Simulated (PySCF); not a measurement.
**Energy of Ir²⁺ (iridium, charge +2) between two integer charges**

The 5d beta orbital of [Xe] 4f14 5d7 is emptied in steps (occupation f), with all orbitals relaxed, ending at [Xe] 4f14 5d6. Calculation: PySCF 2.14, in aug-cc-pVTZ-PP with ECP60MDF (6s6p5d3f2g, 88 functions); a scalar-relativistic core potential. The exact energy is a straight line in f; departures are measured from the line between the end points of the same method.

| f | MN15 (eV) |
| --- | --- |
| 1 | 0.000 |
| 0.8 | -0.535 |
| 0.6 | -0.805 |
| 0.4 | -0.807 |
| 0.2 | -0.538 |
| 0 | 0.000 |

```tsv
method	E(f=0) − E(f=1) (eV)	−ε at f=1 (eV)	−ε at f=0.4 (eV)
MN15	29.143	25.813	29.810
```

Orbital energy along the path (eV):

| f | MN15 |
| --- | --- |
| 1 | -25.813 |
| 0.8 | -27.127 |
| 0.6 | -28.461 |
| 0.4 | -29.810 |
| 0.2 | -31.163 |
| 0 | -32.498 |

Reference removal energy between the ground levels: 28 ± 1.6 eV (theoretical estimate listed by NIST; NIST Atomic Spectra Database, ionization energies). The calculation has no spin-orbit coupling. The determinant left behind need not be the lowest term of the ion.
